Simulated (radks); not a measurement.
Numerical settings for the xenon ion Xe2+, [Kr] 4d10 5s2 5p4. Method: Dirac Kohn-Sham, PBE, spin-unpolarised, spherical densities, point nucleus; open shells are shared between the two j in proportion to 2j + 1; computed with a radial shooting solver on a logarithmic mesh with Libxc functionals. The defaults (mesh step 0.008 in ln r, mesh end at 40 bohr or more with all orbitals vanishing there, Anderson mixing 0.5 over 9 steps, residual threshold near 1e-9 with the energy settled to 1e-9 hartree or 1e-11 of itself, here a cap of 51 iterations) give E = -7449.0075 hartree and 5p3/2 at -26.148 eV in 14 iterations. Run on one thread of a shared host, so times are rough (Intel(R) Xeon(R) Platinum 8488C): 0.24 s of CPU time, 0.24 s wall, 14 iterations on 2541 mesh points. Changes against that run (0 stands for a change within the tolerance of the run):

| setting | iterations | converged | E (mhartree) | e(5p3/2) (meV) | CPU (s) |
|---|---|---|---|---|---|
| mesh step in ln r 0.02 | 14 | yes | +0.000553 | 0 | 0.11 |
| mesh step in ln r 0.05 | 14 | yes | +0.0835 | -0.0103 | 0.06 |
| mesh step in ln r 0.005 | 14 | yes | 0 | 0 | 0.35 |
| mesh end (bohr) 20 | 14 | yes | 0 | 0 | 0.22 |
| mesh end (bohr) 400 | 14 | yes | 0 | 0 | 0.2 |
| residual threshold 0.1 | 8 | yes | 0 | -0.6 | 0.15 |
| residual threshold 1e-05 | 9 | yes | 0 | -0.0638 | 0.17 |
| mixing 0.05 | 17 | yes | 0 | 0 | 0.26 |
| linear mixing, mixing 0.2 | 51 | no | 0 | -0.0464 | 0.6 |
| linear mixing, mixing 0.05 | 51 | no | +0.777 | -623 | 0.76 |
| mixing history 3 | 14 | yes | 0 | 0 | 0.18 |
| iteration cap 3 | 3 | no | +6.19 | -1.12e+03 | 0.06 |

No run marked as converged misses the energy by more than 1 mhartree. A mesh that ends early acts as a hard wall.
